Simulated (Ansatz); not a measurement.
One change: `CCBBO` becomes `CCBNC`.

Ansatz, PBE0-D4/def2-TZVP geometries, multiplicity 1. Each molecule was computed in one conformer, which needn't be the lowest.

| property | `CCBBO` |
| --- | --- |
| LUMO energy (ωB97M-V/def2-TZVPP) / eV | 0.42 |
| HOMO–LUMO gap (PBE0/def2-TZVPP) / eV | 5.98 |
| size of the dipole moment (PBE/def2-TZVPP) / D | 1.87 |
| LUMO energy (PBE/def2-TZVPP) / eV | -2.40 |
| HOMO–LUMO gap (B3LYP/def2-TZVPP) / eV | 5.59 |
| HOMO energy (PBE/def2-TZVPP) / eV | -6.06 |

(1) What does the change do to each property? (Best estimate.)

## Answers

(1) The calculation gave: 
| property | `CCBNC` | shift |
| --- | --- | --- |
| LUMO energy (ωB97M-V/def2-TZVPP) / eV | 2.32 | 1.90 |
| HOMO–LUMO gap (PBE0/def2-TZVPP) / eV | 8.38 | 2.40 |
| size of the dipole moment (PBE/def2-TZVPP) / D | 1.53 | -0.34 |
| LUMO energy (PBE/def2-TZVPP) / eV | -0.15 | 2.25 |
| HOMO–LUMO gap (B3LYP/def2-TZVPP) / eV | 7.92 | 2.33 |
| HOMO energy (PBE/def2-TZVPP) / eV | -6.28 | -0.22 |

With PBE0 the HOMO falls by 0.15 eV and the LUMO rises by 2.24 eV, so the gap widens by about 2.39 eV. PBE moves the HOMO by -0.22 eV and ωB97M-V by -0.22 eV. Dipoles are sizes alone; their direction can turn.

B3LYP here is the variant with VWN-RPA as its local correlation; programs differ in this.
